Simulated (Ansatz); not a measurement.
Total energies of Sn₂₄OH₄₀ from Ansatz at r2SCAN-D4/def2-TZVP, gas phase (1 Eh = 27.2114 eV = 2625.5 kJ/mol). The reference geometry is relaxed at PBE-D4/def2-SVP, loosely relaxed.

Cartesian coordinates in Å:
```
Sn 5.543 3.968 -0.036
Sn 6.434 2.692 4.744
Sn 3.662 0.206 2.058
O 1.826 -0.592 -0.541
Sn 1.374 1.744 2.747
Sn 2.346 4.406 3.105
Sn -0.057 -3.616 0.357
Sn -2.390 -2.457 -3.949
Sn -4.532 -2.302 0.148
Sn -1.570 0.631 -0.921
Sn -6.101 -5.025 -3.245
Sn -6.324 0.063 -3.425
Sn 5.216 1.172 -0.090
Sn 2.117 -2.648 -1.228
Sn -3.567 -4.967 -4.461
Sn 5.068 0.252 4.508
Sn 0.040 -1.642 2.479
Sn -5.824 -4.730 -0.464
Sn 3.155 5.326 0.566
Sn 4.564 4.793 4.819
Sn 1.096 1.017 -1.784
Sn -1.168 2.035 1.507
Sn -2.023 -2.180 -1.161
Sn -3.983 -0.350 -4.934
Sn -5.951 -0.001 -0.639
H 6.253 4.476 -1.540
H 6.698 4.320 1.213
H 7.417 2.727 6.176
H 7.495 2.878 3.384
H 3.250 -1.469 1.780
H 1.284 -0.657 0.299
H 0.954 1.156 4.341
H 1.064 5.449 3.670
H -0.228 -5.265 -0.230
H -0.820 -2.372 -4.710
H -4.236 -2.225 1.862
H -2.524 1.592 -2.026
H -6.950 -6.488 -3.636
H -7.037 -3.703 -3.867
H -7.465 -1.177 -3.848
H -7.029 1.582 -3.892
H 6.766 0.386 -0.001
H 4.503 0.677 -1.599
H 3.816 -2.777 -0.849
H 2.040 -2.247 -2.929
H -2.567 -6.210 -3.774
H -3.673 -5.273 -6.168
H 6.134 -1.115 4.627
H 3.912 0.121 5.798
H 0.893 -2.604 3.709
H -1.641 -2.031 2.957
H -4.832 -6.028 0.128
H -7.361 -4.854 0.336
H 3.451 7.038 0.525
H 1.975 4.990 -0.665
H 5.345 6.291 4.395
H 3.995 4.955 6.453
H 2.055 2.314 -1.112
H 1.843 0.515 -3.271
H -1.442 3.724 1.156
H -2.356 1.542 2.673
H -3.041 1.108 -4.938
H -4.425 -0.670 -6.585
H -4.986 1.371 -0.173
H -7.481 0.158 0.169
```

| state | geometry | energy (Eh) |
| --- | --- | --- |
| charge 0 singlet | reference | -5244.84568 |
| charge 1 doublet | reference | -5244.60548 |
| charge -1 doublet | reference | -5244.91804 |
| charge 0 triplet | relaxed at PBE-D4/def2-SVP | -5244.80873 |
| free Sn atom (triplet) | – | -214.33064 |
| free O atom (triplet) | – | -75.05861 |
| free H atom (doublet) | – | -0.49993 |

In the def2 sets Sn takes a core potential; there is no spin–orbit coupling. Single mean-field runs in def2-TZVP are fitted with def2-universal-jkfit.

Task: Work out the vertical ionisation energy to the doublet.

Result: E(charge 1 doublet) − E(charge 0 singlet) = -5244.60548 − (-5244.84568) = 0.24020 Eh = 6.54 eV. For comparison, −ε of the highest occupied level is 5.22 eV at this level, 1.32 eV less.

Task: Work out the vertical electron affinity, to the doublet.

Result: E(charge 0 singlet) − E(charge -1 doublet) = -5244.84568 − (-5244.91804) = 0.07236 Eh = 1.97 eV. The basis lacks diffuse functions, which makes affinities too small.

Task: Give the fundamental gap IE − EA, the Mulliken electronegativity (IE + EA)/2 and the hardness (IE − EA)/2.

Result: From the values in Eh: IE − EA = 0.24020 − 0.07236 = 0.16784 Eh = 4.57 eV; (IE + EA)/2 = 4.25 eV; (IE − EA)/2 = 2.28 eV. The HOMO–LUMO gap of the same run is 2.16 eV, 2.41 eV smaller than the fundamental gap.

Task: Which of the charge 0 states is lowest, and how far above it are the others?

Result: The singlet. triplet: -5244.80873 − (-5244.84568) = 0.03695 Eh = 97.0 kJ/mol. The triplet differs in its bonds from the reference.

Task: What is the binding energy per atom against free atoms?

Result: Atoms: 24 × (-214.33064) + 1 × (-75.05861) + 40 × (-0.49993) = -5238.99117 Eh. Binding: -5238.99117 − (-5244.84568) = 5.85451 Eh = 159.31 eV, or 2.45 eV for each of 65 atoms (no zero-point energy, no counterpoise term).

The geometry of the charge 0 singlet is only loosely relaxed. The geometry of the charge 1 doublet is only loosely relaxed. The geometry of the charge -1 doublet is only loosely relaxed.
